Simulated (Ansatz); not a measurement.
System: AlOFH2, charge 0, singlet. AlOFH2 (SMILES [OH][AlH][F]).
B3LYP-D3(BJ)/def2-TZVP minimum from Ansatz (an electronic-structure program):
```xyz
5

Al    -0.2238    -0.3699     0.1227
H     -1.0262    -1.6415     0.5243
F      1.2465    -0.0706     0.8184
O     -0.8558     0.6979    -1.0197
H     -0.4363     1.5021    -1.3280
```
Charge 0, spin multiplicity 1.

Total energies in hartree (Ansatz). Open shells are spin-unrestricted; no spin-orbit coupling. Cores are frozen in correlated methods. No relativity. For partners of very few electrons the exact lower level stands in for a higher one.

```csv
species,HF/cc-pV(T+d)Z,CCSD(T)/cc-pV(T+d)Z,HF/cc-pV(Q+d)Z,CCSD(T)/cc-pV(Q+d)Z,CCSDT(Q)/cc-pV(T+d)Z
1: AlOFH2 (SMILES [F][AlH][OH]),-417.60220,-418.20568,-417.62257,-418.27419,-418.20666
2: Al (doublet),-241.87908,-241.93131,-241.88044,-241.93374,-241.93179
3: H (doublet),-0.49981,-0.49981,-0.49995,-0.49995,-0.49981
4: F (doublet),-99.40552,-99.62036,-99.41377,-99.65026,-99.62061
5: O (triplet),-74.81176,-74.97396,-74.81729,-74.99357,-74.97430
```

### Question
Work out the atomisation energy (electronic, to ground-state atoms) in kcal/mol: take Hartree-Fock from cc-pV(Q+d)Z, extrapolate the CCSD(T) correlation energy as X^-3 (X = 3, 4), and add CCSDT(Q) - CCSD(T) in cc-pV(T+d)Z. 1 hartree = 627.51 kcal/mol.

### Answer

Species 1: correlation (64·(-0.65162) - 27·(-0.60348))/37 = -0.68675; step -0.00098; E1 = -417.62257 + (-0.68675) + (-0.00098) = -418.31030
Species 2: correlation (64·(-0.05330) - 27·(-0.05223))/37 = -0.05408; step -0.00048; E2 = -241.88044 + (-0.05408) + (-0.00048) = -241.93500
Species 3: correlation (64·(0.00000) - 27·(0.00000))/37 = 0.00000; step +0.00000; E3 = -0.49995 + (0.00000) + (+0.00000) = -0.49995
Species 4: correlation (64·(-0.23649) - 27·(-0.21484))/37 = -0.25229; step -0.00025; E4 = -99.41377 + (-0.25229) + (-0.00025) = -99.66631
Species 5: correlation (64·(-0.17628) - 27·(-0.16220))/37 = -0.18655; step -0.00034; E5 = -74.81729 + (-0.18655) + (-0.00034) = -75.00418
-1·E1 +1·E2 +2·E3 +1·E4 +1·E5 = 0.70491 hartree = 442.3 kcal/mol.
